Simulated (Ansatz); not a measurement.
A made-up structure of InHSeO, closed shell:

```xyz
4
angstrom
O 0.3463 -1.4485 0.6917
Se 1.6565 0.1121 1.3662
In -0.3519 0.4091 -0.4096
H -1.6509 0.9273 -1.6482
```

It is relaxed with PBE-D4/def2-SVP and then PBE0-D4/def2-TZVP (Ansatz 0.2.0). Atoms count as bonded within 1.22 times the sum of their covalent radii (H–H: 0.88 Å). The end point is not checked to be a true minimum.

(1) Does its bonding change? (A judgement: the text doesn't fix the answer.)

Answers

(1) The calculation gives: No: no bond forms or breaks.

Where it ends: The first stage lowers the energy by 0.68 eV in 5 steps. It ends as InHSeO ([O]1[Se][InH]1):
O1  (0.309, -1.293, 0.618)
Se2  (1.479, 0.100, 1.220)
In3  (-0.314, 0.365, -0.366)
H4  (-1.474, 0.828, -1.472)
(Å)

Labels in which every atom is bracketed show which atoms are joined, not bond orders.

For scale, one of the runs: PBE0-D4/def2-TZVP relaxation, 135 basis functions, launched by `ansatz run in.yaml --threads 2 --pin off --events-out ev --progress --plain --max-ram 4352MiB`. The run took about 31 s on 2 CPU threads of an Arm Neoverse V1 (shared host).
